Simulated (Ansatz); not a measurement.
```yaml
crystal:
  periodic: [false, false, false]
  atoms:
    - {symbol: B, position_ang: [-0.941153, 1.381066, -1.327712]}
    - {symbol: C, position_ang: [-0.000991, 0.419386, -0.661410]}
    - {symbol: N, position_ang: [-0.355724, -0.285721, 0.557351]}
    - {symbol: C, position_ang: [0.743938, -1.002777, 1.068811]}
    - {symbol: H, position_ang: [-0.638308, 2.181816, -1.993393]}
    - {symbol: H, position_ang: [-2.095396, 1.170771, -0.721139]}
    - {symbol: H, position_ang: [1.097214, 0.582668, -0.718823]}
    - {symbol: H, position_ang: [0.300538, -2.293492, 0.986070]}
    - {symbol: H, position_ang: [0.674397, -0.823745, 2.152134]}
    - {symbol: H, position_ang: [1.805058, -0.823289, 0.726739]}
basis:
  gaussian: {orbitals: cc-pVTZ-DK, nuclear_model: gaussian}
hamiltonian: {xc: {name: wB97X}}
relax: {f_tol: 0.0001, max_steps: 2}
```

```sh
$ ansatz run in.yaml --threads 2 --pin off --events-out ev --progress --plain --max-ram 4352MiB
```

Shortened log:

```
Functional definition: wB97X
1081 factors; their error is unknown
294 factors; integrals over basis functions are off by at most 8.9e-7 eV
mean field evaluation 1: about -4334.1679 eV, gradient 2.7e1 eV
mean field evaluation 2: about -4335.5066 eV, gradient 1.8e1 eV
mean field evaluation 4: about -4336.2199 eV, gradient 2.8e0 eV
mean field evaluation 8: about -4336.2385 eV, gradient 4.7e-2 eV
mean field evaluation 16: about -4336.2168 eV, gradient 1.5e-4 eV
mean field -4336.21680232 eV, -159.3530282920 hartree, gradient 6.9e-5 eV, S^2 0.000000; 0 other end points of the search recorded, 0 dependent functions left out
reference -4336.21676740 eV, -159.3530270087 hartree; 15, 15 occupied and 189, 189 virtual orbitals, 1081 factors
relax step   1: F+E_penalty+E_count = -4336.21680232 eV  Δ(F+E_penalty+E_count) = +0.000e0 eV  max|allowed force component| = 7.250e0 eV/Å  Δτ_max = 0.0000 Å  (34 SCF iters, accepted)
1081 factors; their error is unknown
294 factors; integrals over basis functions are off by at most 1.0e-6 eV
mean field -4338.20316659 eV, -159.4260258326 hartree, gradient 3.6e-5 eV, S^2 0.000000; 0 other end points of the search recorded, 0 dependent functions left out
reference -4338.20313193 eV, -159.4260245588 hartree; 15, 15 occupied and 189, 189 virtual orbitals, 1081 factors
relax step   2: F+E_penalty+E_count = -4338.20316659 eV  Δ(F+E_penalty+E_count) = -1.986e0 eV  max|allowed force component| = 3.750e0 eV/Å  Δτ_max = 0.1945 Å  (45 SCF iters, accepted)
Error: geometry relaxation did not converge after 2 steps: max|allowed force component| = 3.75e0 eV/Å (threshold 1.0e-4). Raise `relax.max_steps` over both its present limit and 2, loosen `relax.f_tol`, or start from a geometry closer to equilibrium. Where this run's directory can be resumed (`checkpoint.write`), a resume goes on for up to `relax.max_steps` more
```

In this input the relaxation is allowed too few steps for its threshold. No converged result was reached.
